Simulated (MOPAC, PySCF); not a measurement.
[Mo(=O)2(F)2], neutral singlet in the gas phase. 

Z-matrix (Å, degrees):
```
Mo
O 1 1.6870
O 1 1.6870 2 106.33
F 1 1.8519 2 109.47 3 118.16
F 1 1.8519 2 109.47 3 -118.16
```
Charge 0, multiplicity 1.

All levels are single points at this geometry (PBE-D3(BJ)/def2-SVP); Pople sets use spherical d functions. Orbital energies aren't observables, and empty levels follow the basis.

| level | HOMO (eV) | LUMO (eV) | gap (eV) | dipole (D) | vertical IE, Delta-SCF (eV) |
|---|---|---|---|---|---|
| B3LYP-D3(BJ)/def2-TZVP in PySCF | -9.85 | -3.81 | 6.04 | 1.00 | – |
| PBE-D3(BJ)/def2-TZVP in PySCF | -8.40 | -4.20 | 4.20 | 1.02 | – |
| TPSSh-D3(BJ)/def2-TZVP in PySCF | -9.16 | -3.90 | 5.26 | 1.04 | – |
| B3LYP/6-311+G** (LANL2DZ on Mo) in PySCF | -10.15 | -4.43 | 5.72 | 0.59 | – |
| B3LYP/6-31G* (LANL2DZ on Mo) in PySCF | -9.68 | -3.84 | 5.83 | 0.94 | 12.24 |
| B3LYP/LANL2DZ in PySCF | -10.22 | -4.56 | 5.65 | 0.68 | – |
| M06-2X/6-31G* (LANL2DZ on Mo) in PySCF | -11.70 | -2.88 | 8.81 | 0.77 | – |
| PBE/6-31G* (LANL2DZ on Mo) in PySCF | -8.20 | -4.16 | 4.04 | 1.00 | 11.97 |
| PM7 in MOPAC | -12.40 | -1.12 | 11.28 | 0.69 | – |
